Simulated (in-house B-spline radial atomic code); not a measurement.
Orbital energies and mean radii along the 19-electron series, configuration [Ar] 3d1. The effective charge is n√(-2ε), a non-relativistic measure. Computed with an all-electron radial atomic-structure program (B-spline basis): Dirac-Hartree-Fock, average of the configuration, finite nuclei.

```json
{"ion": "Ce39+", "Z": "58", "energy of 2p1/2 (Eh)": "-307.43", "mean radius of 2p1/2 (bohr)": "0.087031", "energy of 2s1/2 (Eh)": "-320.99", "mean radius of 2s1/2 (bohr)": "0.10356", "energy of 3d5/2 (Eh)": "-102.32", "mean radius of 3d5/2 (bohr)": "0.22433", "energy of 2p3/2 (Eh)": "-290.69", "mean radius of 2p3/2 (bohr)": "0.092974", "effective charge of 2p1/2": "49.593"}
{"ion": "Pr40+", "Z": "59", "energy of 2p1/2 (Eh)": "-321.03", "mean radius of 2p1/2 (bohr)": "0.085163", "energy of 2s1/2 (Eh)": "-334.93", "mean radius of 2s1/2 (bohr)": "0.10143", "energy of 3d5/2 (Eh)": "-107.19", "mean radius of 3d5/2 (bohr)": "0.21955", "energy of 2p3/2 (Eh)": "-302.95", "mean radius of 2p3/2 (bohr)": "0.09121", "effective charge of 2p1/2": "50.678"}
{"ion": "Nd41+", "Z": "60", "energy of 2p1/2 (Eh)": "-334.98", "mean radius of 2p1/2 (bohr)": "0.083359", "energy of 2s1/2 (Eh)": "-349.21", "mean radius of 2s1/2 (bohr)": "0.09937", "energy of 3d5/2 (Eh)": "-112.16", "mean radius of 3d5/2 (bohr)": "0.21496", "energy of 2p3/2 (Eh)": "-315.48", "mean radius of 2p3/2 (bohr)": "0.089509", "effective charge of 2p1/2": "51.767"}
{"ion": "Pm42+", "Z": "61", "energy of 2p1/2 (Eh)": "-349.27", "mean radius of 2p1/2 (bohr)": "0.081613", "energy of 2s1/2 (Eh)": "-363.84", "mean radius of 2s1/2 (bohr)": "0.097375", "energy of 3d5/2 (Eh)": "-117.25", "mean radius of 3d5/2 (bohr)": "0.21056", "energy of 2p3/2 (Eh)": "-328.27", "mean radius of 2p3/2 (bohr)": "0.087867", "effective charge of 2p1/2": "52.86"}
{"ion": "Sm43+", "Z": "62", "energy of 2p1/2 (Eh)": "-363.91", "mean radius of 2p1/2 (bohr)": "0.079922", "energy of 2s1/2 (Eh)": "-378.82", "mean radius of 2s1/2 (bohr)": "0.095445", "energy of 3d5/2 (Eh)": "-122.45", "mean radius of 3d5/2 (bohr)": "0.20634", "energy of 2p3/2 (Eh)": "-341.32", "mean radius of 2p3/2 (bohr)": "0.086282", "effective charge of 2p1/2": "53.956"}
{"ion": "Eu44+", "Z": "63", "energy of 2p1/2 (Eh)": "-378.91", "mean radius of 2p1/2 (bohr)": "0.078285", "energy of 2s1/2 (Eh)": "-394.17", "mean radius of 2s1/2 (bohr)": "0.093573", "energy of 3d5/2 (Eh)": "-127.76", "mean radius of 3d5/2 (bohr)": "0.20228", "energy of 2p3/2 (Eh)": "-354.63", "mean radius of 2p3/2 (bohr)": "0.08475", "effective charge of 2p1/2": "55.057"}
{"ion": "Gd45+", "Z": "64", "energy of 2p1/2 (Eh)": "-394.27", "mean radius of 2p1/2 (bohr)": "0.076698", "energy of 2s1/2 (Eh)": "-409.88", "mean radius of 2s1/2 (bohr)": "0.091759", "energy of 3d5/2 (Eh)": "-133.19", "mean radius of 3d5/2 (bohr)": "0.19838", "energy of 2p3/2 (Eh)": "-368.19", "mean radius of 2p3/2 (bohr)": "0.08327", "effective charge of 2p1/2": "56.162"}
{"ion": "Tb46+", "Z": "65", "energy of 2p1/2 (Eh)": "-409.99", "mean radius of 2p1/2 (bohr)": "0.075158", "energy of 2s1/2 (Eh)": "-425.96", "mean radius of 2s1/2 (bohr)": "0.089999", "energy of 3d5/2 (Eh)": "-138.73", "mean radius of 3d5/2 (bohr)": "0.19462", "energy of 2p3/2 (Eh)": "-382.02", "mean radius of 2p3/2 (bohr)": "0.081837", "effective charge of 2p1/2": "57.271"}
{"ion": "Dy47+", "Z": "66", "energy of 2p1/2 (Eh)": "-426.09", "mean radius of 2p1/2 (bohr)": "0.073664", "energy of 2s1/2 (Eh)": "-442.42", "mean radius of 2s1/2 (bohr)": "0.08829", "energy of 3d5/2 (Eh)": "-144.37", "mean radius of 3d5/2 (bohr)": "0.191", "energy of 2p3/2 (Eh)": "-396.11", "mean radius of 2p3/2 (bohr)": "0.08045", "effective charge of 2p1/2": "58.384"}
{"ion": "Ho48+", "Z": "67", "energy of 2p1/2 (Eh)": "-442.56", "mean radius of 2p1/2 (bohr)": "0.072213", "energy of 2s1/2 (Eh)": "-459.26", "mean radius of 2s1/2 (bohr)": "0.086631", "energy of 3d5/2 (Eh)": "-150.13", "mean radius of 3d5/2 (bohr)": "0.18752", "energy of 2p3/2 (Eh)": "-410.47", "mean radius of 2p3/2 (bohr)": "0.079108", "effective charge of 2p1/2": "59.502"}
{"ion": "Er49+", "Z": "68", "energy of 2p1/2 (Eh)": "-459.41", "mean radius of 2p1/2 (bohr)": "0.070802", "energy of 2s1/2 (Eh)": "-476.49", "mean radius of 2s1/2 (bohr)": "0.085018", "energy of 3d5/2 (Eh)": "-156.01", "mean radius of 3d5/2 (bohr)": "0.18416", "energy of 2p3/2 (Eh)": "-425.08", "mean radius of 2p3/2 (bohr)": "0.077806", "effective charge of 2p1/2": "60.624"}
{"ion": "Tm50+", "Z": "69", "energy of 2p1/2 (Eh)": "-476.66", "mean radius of 2p1/2 (bohr)": "0.069431", "energy of 2s1/2 (Eh)": "-494.11", "mean radius of 2s1/2 (bohr)": "0.083449", "energy of 3d5/2 (Eh)": "-161.99", "mean radius of 3d5/2 (bohr)": "0.18091", "energy of 2p3/2 (Eh)": "-439.96", "mean radius of 2p3/2 (bohr)": "0.076545", "effective charge of 2p1/2": "61.752"}
{"ion": "Yb51+", "Z": "70", "energy of 2p1/2 (Eh)": "-494.29", "mean radius of 2p1/2 (bohr)": "0.068096", "energy of 2s1/2 (Eh)": "-512.13", "mean radius of 2s1/2 (bohr)": "0.081923", "energy of 3d5/2 (Eh)": "-168.09", "mean radius of 3d5/2 (bohr)": "0.17778", "energy of 2p3/2 (Eh)": "-455.1", "mean radius of 2p3/2 (bohr)": "0.075321", "effective charge of 2p1/2": "62.884"}
{"ion": "Lu52+", "Z": "71", "energy of 2p1/2 (Eh)": "-512.33", "mean radius of 2p1/2 (bohr)": "0.066797", "energy of 2s1/2 (Eh)": "-530.56", "mean radius of 2s1/2 (bohr)": "0.080438", "energy of 3d5/2 (Eh)": "-174.3", "mean radius of 3d5/2 (bohr)": "0.17475", "energy of 2p3/2 (Eh)": "-470.51", "mean radius of 2p3/2 (bohr)": "0.074134", "effective charge of 2p1/2": "64.021"}
{"ion": "Hf53+", "Z": "72", "energy of 2p1/2 (Eh)": "-530.78", "mean radius of 2p1/2 (bohr)": "0.065532", "energy of 2s1/2 (Eh)": "-549.41", "mean radius of 2s1/2 (bohr)": "0.078991", "energy of 3d5/2 (Eh)": "-180.62", "mean radius of 3d5/2 (bohr)": "0.17182", "energy of 2p3/2 (Eh)": "-486.18", "mean radius of 2p3/2 (bohr)": "0.072981", "effective charge of 2p1/2": "65.163"}
{"ion": "Ta54+", "Z": "73", "energy of 2p1/2 (Eh)": "-549.64", "mean radius of 2p1/2 (bohr)": "0.064299", "energy of 2s1/2 (Eh)": "-568.67", "mean radius of 2s1/2 (bohr)": "0.07758", "energy of 3d5/2 (Eh)": "-187.05", "mean radius of 3d5/2 (bohr)": "0.16899", "energy of 2p3/2 (Eh)": "-502.12", "mean radius of 2p3/2 (bohr)": "0.071861", "effective charge of 2p1/2": "66.311"}
{"ion": "W55+", "Z": "74", "energy of 2p1/2 (Eh)": "-568.93", "mean radius of 2p1/2 (bohr)": "0.063096", "energy of 2s1/2 (Eh)": "-588.37", "mean radius of 2s1/2 (bohr)": "0.076206", "energy of 3d5/2 (Eh)": "-193.6", "mean radius of 3d5/2 (bohr)": "0.16624", "energy of 2p3/2 (Eh)": "-518.32", "mean radius of 2p3/2 (bohr)": "0.070772", "effective charge of 2p1/2": "67.464"}
{"ion": "Re56+", "Z": "75", "energy of 2p1/2 (Eh)": "-588.64", "mean radius of 2p1/2 (bohr)": "0.061923", "energy of 2s1/2 (Eh)": "-608.5", "mean radius of 2s1/2 (bohr)": "0.074865", "energy of 3d5/2 (Eh)": "-200.26", "mean radius of 3d5/2 (bohr)": "0.16359", "energy of 2p3/2 (Eh)": "-534.78", "mean radius of 2p3/2 (bohr)": "0.069714", "effective charge of 2p1/2": "68.623"}
{"ion": "Os57+", "Z": "76", "energy of 2p1/2 (Eh)": "-608.8", "mean radius of 2p1/2 (bohr)": "0.060778", "energy of 2s1/2 (Eh)": "-629.07", "mean radius of 2s1/2 (bohr)": "0.073556", "energy of 3d5/2 (Eh)": "-207.03", "mean radius of 3d5/2 (bohr)": "0.16101", "energy of 2p3/2 (Eh)": "-551.52", "mean radius of 2p3/2 (bohr)": "0.068685", "effective charge of 2p1/2": "69.788"}
```

How does the screening of 2p1/2 change?

Z less the effective charge goes from 8.41 at Z = 58 to 6.21 at Z = 76.
